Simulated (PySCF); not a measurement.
**OsOCl₂, singlet: molecular constants**

All numbers come from PySCF, B3LYP, basis Os def2-SVP with ECP60, O def2-SVP, Cl def2-SVP (scalar-relativistic core potentials, no spin–orbit coupling, density fitting).

The structure is a minimum.

```
Point group                                                                   : C2v
Bond lengths                                                                  : Os–Cl 2.237 Å (×2), Os–O 1.641 Å
Bond angles                                                                   : Cl–Os–Cl 112.7°, Cl–Os–O 123.7° (×2)
Highest occupied level                                                        : -7.02 eV
Rotational constants                                                          : 0.1227, 0.06956, 0.04438 cm⁻¹
Zero-point energy                                                             : 14.1 kJ/mol
Lowest empty level                                                            : -4.29 eV
Heat capacity Cp at 298.15 K                                                  : 70.5 J/(mol K)
Enthalpy at 298.15 K above 0 K                                                : 16.64 kJ/mol
Atomisation energy without zero-point energy                                  : 1223 kJ/mol
Entropy at 298.15 K and 1 bar                                                 : 331.6 J/(mol K)
Rotational symmetry number                                                    : 2
Principal quadrupole moments (Buckingham, traceless) about the centre of mass : -0.50, -0.19, 0.69 D Å
Dipole moment                                                                 : 0.04 D
Principal polarisabilities                                                    : 39.5, 58.9, 73.2 bohr³
```

Harmonic modes (masses in u: Os 191.961, O 15.995, Cl 34.969):
```json
{"symmetry": "a1", "ω (cm⁻¹)": "116", "IR (km/mol)": "0.1", "μ (u)": "38.74", "type": "bend"}
{"symmetry": "b2", "ω (cm⁻¹)": "170", "IR (km/mol)": "7.1", "μ (u)": "18.58", "type": "bend"}
{"symmetry": "b1", "ω (cm⁻¹)": "171", "IR (km/mol)": "0.4", "μ (u)": "24.25", "type": "bend"}
{"symmetry": "b2", "ω (cm⁻¹)": "402", "IR (km/mol)": "66.0", "μ (u)": "42.16", "type": "stretch"}
{"symmetry": "a1", "ω (cm⁻¹)": "403", "IR (km/mol)": "14.2", "μ (u)": "37.72", "type": "stretch"}
{"symmetry": "a1", "ω (cm⁻¹)": "1098", "IR (km/mol)": "136", "μ (u)": "17.18", "type": "stretch"}
```

In C2v the vibrations span 3a1 + 2b2 + b1. Here b1 is antisymmetric to the molecular plane and b2 lies in it.

Charges (e):
```
 atom  Mulliken  Löwdin  polar tensor  Mayer order to Os1
  Os1      0.55   -0.33          1.36                   –
   O2     -0.22    0.04         -0.60                2.20
Cl3,4     -0.16    0.15         -0.38                1.19
```

Mulliken populations on Os1 (electrons outside its core potential): s 2.77, p 6.35, d 6.26, f 0.08.

Outer orbital energies (eV). occupied: -12.04, -10.69, -10.45, -10.15, -9.88, -9.57, -7.43, -7.02; empty: -4.29, -3.52, -3.18, 0.34.

Formally Os is in oxidation state +4, d4, with 0 unpaired electrons (the high-spin count would be 4). The polar-tensor charge on Os, 1.36, is far below the formal one.

Only a few start shapes were tried, so a lower isomer may exist. Spin–orbit coupling, left out here, can matter for elements this heavy.

The final relaxation and frequency run took roughly 3 core-minutes on a shared host.
